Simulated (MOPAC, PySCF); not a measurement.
[Ta(Cl)4(OH)], neutral singlet in the gas phase. 

Cartesian coordinates (Å):
```xyz
7

Ta    -0.0464    -0.0332    -0.0089
Cl     0.4679    -1.7426     1.4676
Cl    -2.1377     0.0546    -1.0036
Cl     0.7122    -1.3714    -1.7917
Cl     1.5565     1.5514    -0.5404
O     -0.6615     1.0353     1.4139
H     -0.9973     1.5812     2.1424
```
Charge 0, spin multiplicity 1.

All levels are single points at this geometry (BP86-D3(BJ)/def2-SVP); Pople sets use spherical d functions. Orbital energies aren't observables, and empty levels follow the basis.

PBE/6-31G* (LANL2DZ on Ta) in PySCF gives gap (eV) = 3.62.

Estimate the gap (eV) from each of these levels: PBE-D3(BJ)/def2-TZVP in PySCF; TPSSh-D3(BJ)/def2-TZVP in PySCF; B3LYP/6-311+G** (LANL2DZ on Ta) in PySCF; B3LYP/6-31G* (LANL2DZ on Ta) in PySCF; BP86/6-31G* (LANL2DZ on Ta) in PySCF; M06-2X/6-31G* (LANL2DZ on Ta) in PySCF; HF/6-31G* (LANL2DZ on Ta) in PySCF; PM7 in MOPAC.


```tsv
level	gap (eV)
PBE-D3(BJ)/def2-TZVP in PySCF	3.87
TPSSh-D3(BJ)/def2-TZVP in PySCF	4.82
B3LYP/6-311+G** (LANL2DZ on Ta) in PySCF	5.10
B3LYP/6-31G* (LANL2DZ on Ta) in PySCF	5.12
BP86/6-31G* (LANL2DZ on Ta) in PySCF	3.60
M06-2X/6-31G* (LANL2DZ on Ta) in PySCF	7.57
HF/6-31G* (LANL2DZ on Ta) in PySCF	11.69
PM7 in MOPAC	8.37
```
